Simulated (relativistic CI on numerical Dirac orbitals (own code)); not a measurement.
Method of calculation: Dirac-Coulomb-Breit CI, separate exchange-only KLI orbitals for each configuration, QED by a radiative potential, unscaled Slater integrals (own radial code, finite nucleus).

Configurations in the expansion (outside the closed core [Ne]): 3s², 3s3p, 3p², 3s3d, 3d², 3p3d, 3p4s, 3d4s, 3s4s, 3s4p, 3s4d, 3s4f, 3s5s, 3s5p, 3s5d, 4s², 3s5f, 3s5g, 3s6s, 3s6p, 3s6d. Levels of other configurations are missing.

At this charge energies of transitions that change n are usually good to better than 1 %, and those within a shell (Δn = 0) to a few per cent.

Outline of the computed level scheme of Gd LIII. Lowest level of each configuration: 3s² ¹S0 at 0.00 eV; 3s3p ³P°0 at 111.08 eV; 3p² ³P0 at 267.21 eV; 3s3d ³D1 at 476.55 eV; 3p3d ³F°2 at 596.65 eV; 3d² ³F2 at 963.88 eV; 3s4s ³S1 at 2248.29 eV; 3s4p ³P°0 at 2306.69 eV; 3p4s ³P°1 at 2372.07 eV.

Some strong electric-dipole decays among the lowest 43 levels: 3s4s ¹S0 → 3s3p ¹P°1 (2.4e+13 s⁻¹); 3s4s ³S1 → 3s3p ³P°2 (1.9e+13 s⁻¹); 3s4p ³P°1 → 3s² ¹S0 (1.8e+13 s⁻¹); 3s4p ¹P°1 → 3s² ¹S0 (1.4e+13 s⁻¹); 3p4s ³P°1 → 3s² ¹S0 (1.3e+13 s⁻¹); 3p4s ³P°1 → 3p² ¹D2 (1.1e+13 s⁻¹); 3s4s ³S1 → 3s3p ³P°1 (6.7e+12 s⁻¹); 3s4s ¹S0 → 3s3p ³P°1 (5.6e+12 s⁻¹).

LS names give the leading component of a level, which can be under half, so a name can repeat, a term be missing and a line seem to break the LS rules.
